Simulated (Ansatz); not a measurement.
## Li⁺ ··· SO₂

The pair of Li⁺ (SMILES [Li+], atom 1) and SO₂ (SMILES O=S=O, atoms 2–4), both closed shells, in one local arrangement (a lower one may exist), relaxed at PBE0-D4/def2-TZVP:

```
4
angstrom
Li 0.3442 0.1159 -2.1828
O -1.0992 -0.1379 1.4737
S 0.2549 -0.0278 1.0725
O 0.5000 0.0497 -0.3634
```

Ansatz 0.2.0; basis: def2-TZVPPD, with def2-QZVPPD for the basis limit; cores frozen in the correlated methods. The outer core shell of Li, Na, Mg and K is correlated. B3LYP uses VWN-RPA correlation. Extrapolation: Hartree–Fock as exp(−7.88 √X), correlation as X^−2.97. Interaction energies count from these two fragments, frozen as in the pair, with the counterpoise correction; negative means bound.

Task: What is the interaction energy by CCSD(T) at an estimated basis limit (MP2 extrapolated from triple and quadruple zeta, plus CCSD(T) − MP2 in triple zeta)? (An estimate is asked for; the value comes from the calculation.)

Result: Computed: -27.48 kcal/mol. Hartree–Fock alone gives -31.15 kcal/mol at the basis limit. It counts from the two fragments frozen as in the pair.

The same quantity by other methods in triple zeta, and each one's difference from that estimate:
| method | E_int (kcal/mol) | difference |
| --- | --- | --- |
| PBE-D4 | -27.57 | -0.09 |
| revPBE-D4 | -26.89 | 0.59 |
| BLYP-D4 | -28.69 | -1.21 |
| r2SCAN-D4 | -26.22 | 1.26 |
| B97M-V | -27.29 | 0.19 |
| PBE0-D4 | -28.56 | -1.08 |
| B3LYP-D4 | -29.61 | -2.13 |
| HSE06-D4 | -28.53 | -1.05 |
| wB97X-V | -28.24 | -0.76 |
| wB97M-V | -28.67 | -1.20 |
| B2PLYP | -28.01 | -0.53 |
| HF | -30.52 | -3.04 |
| MP2 | -25.68 | 1.80 |
| CCSD | -27.70 | -0.22 |
| CCSD(T) | -26.74 | 0.74 |
Differences are method less estimate.

Task: Which atoms make the shortest contact between the fragments?

Result: Li1 and O4, 1.83 Å apart.

Energy to bend the free fragments (PBE0-D4 minima) into their shapes in the pair, CCSD(T)/def2-TZVPPD: SO₂ 0.86 kcal/mol. This must be added to the interaction energy to get the binding energy from relaxed fragments.

Basis-set superposition shift (counterpoise-corrected less uncorrected): CCSD(T) 0.40; MP2 0.36; HF 0.04; PBE0-D4 0.06; wB97M-V 0.07 kcal/mol.

No T1 diagnostic of these runs exceeds 0.023. The restricted Hartree–Fock reference is unstable towards an unrestricted one at one or more of these structures.

For scale, one of the runs: CCSD(T)/def2-TZVPPD, 153 basis functions, launched by `ansatz run in.yaml --threads 2 --pin off --events-out ev --progress --plain --max-ram 5222MiB`. Time: 7.5 s of wall clock on 2 CPU threads of an Arm Neoverse V2; the host was shared. Peak host memory: 0.79 GiB.
